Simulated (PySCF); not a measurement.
Gallium: a sound run and one with changed settings

Sound run: Ga⁺ [Ar] 3d10 4s2, Ga²⁺ [Ar] 3d10 4s1. Calculation: PySCF 2.14, in aug-cc-pVDZ-DK (6s5p3d, 36 functions); scalar relativity by spin-free X2C-1e. The sound run starts from symmetry-adapted Hartree-Fock orbitals and uses a fine grid where one is needed.

Changed run: radial step 0.8 in ln r (0.13 in the sound run). This setting is unsound on purpose.

| species | method | sound run (hartree) | changed run (hartree) | converged |
| --- | --- | --- | --- | --- |
| Ga⁺ | UHF | -1941.88183 | -1941.88183 | yes |
| Ga⁺ | M06-L | -1943.45123 | -1942.84744 | yes |
| Ga⁺ | TPSS | -1943.50407 | -1943.48253 | yes |
| Ga²⁺ | UHF | -1941.19086 | -1941.19086 | yes |
| Ga²⁺ | M06-L | -1942.69388 | -1942.07314 | yes |
| Ga²⁺ | TPSS | -1942.74944 | -1942.72134 | yes |

Ionisation energy of Ga⁺:

```csv
method,sound run (eV),changed run (eV)
UHF,18.802,18.802
M06-L,20.609,21.070
TPSS,20.535,20.713
```

A coarse radial grid mis-integrates the density and the exchange-correlation energy, with errors of either sign; Hartree-Fock needs no grid.

For comparison, NIST gives 20.515 eV between the lowest levels.
